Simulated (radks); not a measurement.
Question: All-electron atom: Bi II in [Hg] 6p1 6f1 (not the ground configuration). All-electron calculation, Dirac Kohn-Sham, PBE, spin-unpolarised, spherical densities, finite nucleus; open shells are shared between the two j in proportion to 2j + 1; Fermi nuclear charge, rms radius 5.5211 fm. Program: a radial shooting solver on a logarithmic mesh with Libxc functionals. Some entries of the table are withheld. Estimate them.

| orbital | occ. | eigenvalue (eV) | r(max) (bohr) | <1/r> (bohr^-1) |
|---|---|---|---|---|
| 1s1/2 | 2 | -90466.26 | 0.009661 | 103.2 |
| 2s1/2 | 2 | -16253.19 | 0.05643 | 25.57 |
| 2p1/2 | 2 | -15623.94 | 0.04119 | 25.54 |
| 2p3/2 | 4 | -13304.53 | 0.04902 | 20.24 |
| 3s1/2 | 2 | -3934.104 | 0.1588 | 9.375 |
| 3p1/2 | 2 | (1) | 0.1478 | (2) |
| 3p3/2 | 4 | (3) | 0.1636 | (4) |
| 3d3/2 | 4 | -2657.141 | 0.1269 | 7.803 |
| 3d5/2 | 6 | -2547.029 | 0.1312 | 7.497 |
| 4s1/2 | 2 | -914.2878 | 0.3564 | 3.986 |
| 4p1/2 | 2 | -789.5425 | 0.3537 | 3.878 |
| 4p3/2 | 4 | -661.5695 | 0.3855 | 3.399 |
| 4d3/2 | 4 | -458.0077 | 0.3763 | 3.204 |
| 4d5/2 | 6 | -434.1172 | 0.3859 | 3.097 |
| 5s1/2 | 2 | -171.9421 | 0.7719 | 1.668 |
| 4f5/2 | 6 | -169.9823 | (5) | 2.766 |
| 4f7/2 | 8 | -164.4914 | (6) | 2.725 |
| 5p1/2 | 2 | -128.6589 | 0.8072 | 1.547 |
| 5p3/2 | 4 | -104.0175 | 0.8833 | 1.371 |
| 5d3/2 | 4 | -43.5089 | 1.016 | 1.093 |
| 5d5/2 | 6 | -40.4845 | 1.046 | 1.053 |
| 6s1/2 | 2 | -27.9068 | 1.839 | 0.6214 |
| 6p1/2 | 0.333333 | -18.5085 | (7) | 0.5204 |
| 6p3/2 | 0.666667 | -15.8379 | (8) | 0.4631 |
| 6f5/2 | 0.428571 | -1.8885 | 14.64 | 0.1076 |
| 6f7/2 | 0.571429 | -1.8857 | 14.66 | 0.1074 |

Answer: 
(1) 3p1/2 eigenvalue (eV): -3648.009
(2) 3p1/2 <1/r> (bohr^-1): 9.289
(3) 3p3/2 eigenvalue (eV): -3128.703
(4) 3p3/2 <1/r> (bohr^-1): 7.903
(5) 4f5/2 r(max) (bohr): 0.3399
(6) 4f7/2 r(max) (bohr): 0.3444
(7) 6p1/2 r(max) (bohr): 2.119
(8) 6p3/2 r(max) (bohr): 2.359
